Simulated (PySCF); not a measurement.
# One molecule, several mistakes: BGeH8NSi

Calculated results; nothing here was measured. The program is PySCF 2.14.0, an open-source quantum chemistry code, run on an isolated molecule that a program drew, which may never have been made. The molecule is BGeH8NSi (charge 0, singlet), drawn as the SMILES string `[BH2][GeH2][SiH2]N`.

Each row is a Hartree-Fock (HF) and frozen-core CCSD(T) single point in the cc-pV(D+d)Z basis, meant for a local HF minimum. Run 1 is clean. Each other run has one planted mistake out of seven kinds, and not every kind appears here: one electron removed, one electron added, multiplicity raised by two, geometry at a saddle point, minimal basis STO-3G, one bond length entered in bohr, all coordinates scaled. The reference is restricted for singlets and unrestricted otherwise, and also for a bond in bohr. Adding or removing an electron swaps singlet and doublet. Electrons count all cores. HOMO and LUMO are orbital energies over both spins, the gradient is its largest component, and the lowest frequency (negative if imaginary) is given only where the gradient is small. Bond lengths are over the 11 bonds as drawn. T1 is the CCSD diagnostic: over 0.02 (restricted) or 0.045 (unrestricted) a single reference is doubtful. Germanium has the cc-pVDZ-PP basis, with a core potential (ECP10MDF) in place of its 10 inner electrons, and its 3s, 3p and 3d shells are frozen in CCSD(T).

Geometry of the clean run:
```xyz
12
BGeH8NSi, angstrom
B     1.5353    2.2707   -0.6310
Ge    0.9226    0.3770   -0.0230
Si    1.2553    0.1655    2.3547
N     2.8863    0.6261    2.7182
H     2.6541    2.4623   -1.0162
H     0.7895    3.2070   -0.5618
H    -0.5634    0.1254   -0.3297
H     1.7243   -0.7306   -0.7322
H     0.8800   -1.2098    2.7818
H     0.3641    1.1003    3.0815
H     3.1461    0.7139    3.6847
H     3.6293    0.1720    2.2182
```

| run | electrons | basis functions | <S^2> | HOMO (eV) | LUMO (eV) | gradient (hartree/bohr) | lowest frequency (cm^-1) | mean bond (Å) | longest bond (Å) | T1 | HF (hartree) | CCSD(T) (hartree) | mistake |
|---|---|---|---|---|---|---|---|---|---|---|---|---|---|
| 1 | 66 | 114 | 0.000 | -9.87 | 1.48 | 1.5e-05 | 33 | 1.5163 | 2.410 | 0.0123 | -666.10045 | -666.63341 | no fault |
| 2 | 67 | 114 | 0.762 | -0.65 | 7.51 | 3.1e-02 | - | 1.5163 | 2.410 | 0.0127 | -666.08260 | -666.63603 | one electron added |
| 3 | 66 | 114 | 0.000 | -10.01 | 1.72 | 9.0e-02 | - | 1.4011 | 2.227 | 0.0120 | -666.02920 | -666.55446 | all coordinates scaled |
| 4 | 66 | 114 | 2.024 | -7.04 | -1.54 | 5.8e-02 | - | 1.5163 | 2.410 | 0.0185 | -665.98013 | -666.50656 | multiplicity raised by two |
| 5 | 66 | 114 | 0.803 | -8.58 | 1.39 | 7.8e-03 | - | 1.6362 | 2.800 | 0.0455 | -665.98792 | -666.51249 | one bond length entered in bohr |
| 6 | 65 | 114 | 0.767 | -14.51 | -6.49 | 9.3e-02 | - | 1.5163 | 2.410 | 0.0921 | -665.78634 | -666.29383 | ? |

**Which mistake was planted in run 6, and what did it cost?**

It counts 65 electrons, one fewer than the clean run, at the same geometry and basis. So the mistake is: one electron removed. Subtracting run 1 and multiplying by 627.51 kcal/mol a hartree, the energy moved by 197.1 kcal/mol in HF and 213.1 kcal/mol in CCSD(T).

Cautions from the logs. Run 5: T1 is over the limit, so its CCSD(T) energy is less reliable; run 6: T1 is over the limit, so its CCSD(T) energy is less reliable.
